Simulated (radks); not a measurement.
The numbers below are computed, except where a source is named.
Question: The mean radii <r> (bohr) of the occupied orbitals of an atom or ion are listed with their occupations. Code: a radial shooting solver on a logarithmic mesh with Libxc functionals. Model: Dirac Kohn-Sham, PBEsol, spin-unpolarised, spherical densities, point nucleus.

| orbital | occ. | <r> |
|---|---|---|
| 1s1/2 | 2 | 0.04703 |
| 2s1/2 | 2 | 0.2099 |
| 2p1/2 | 2 | 0.1813 |
| 2p3/2 | 4 | 0.1849 |
| 3s1/2 | 2 | 0.6145 |
| 3p1/2 | 2 | 0.6246 |
| 3p3/2 | 4 | 0.6343 |
| 3d3/2 | 4 | 0.6665 |
| 3d5/2 | 4 | 0.6701 |
| 4s1/2 | 1 | 1.711 |
| 4p1/2 | 2 | 1.927 |

Name the element and its charge. Open shells, if any, fill j = l - 1/2 first.

Answer: Z = 32, germanium, charge +3: Ge3+ in [Ar] 3d8 4s1 4p2. The 1s radius gives Z: for a bare nucleus <r> = (2 gamma + 1)/(2Z) with gamma = sqrt(1 - (Z/c)^2), 0.04601 bohr for Z = 32, and screening makes it slightly larger (0.04703 here). The occupations add up to 29, and the charge is Z minus that.
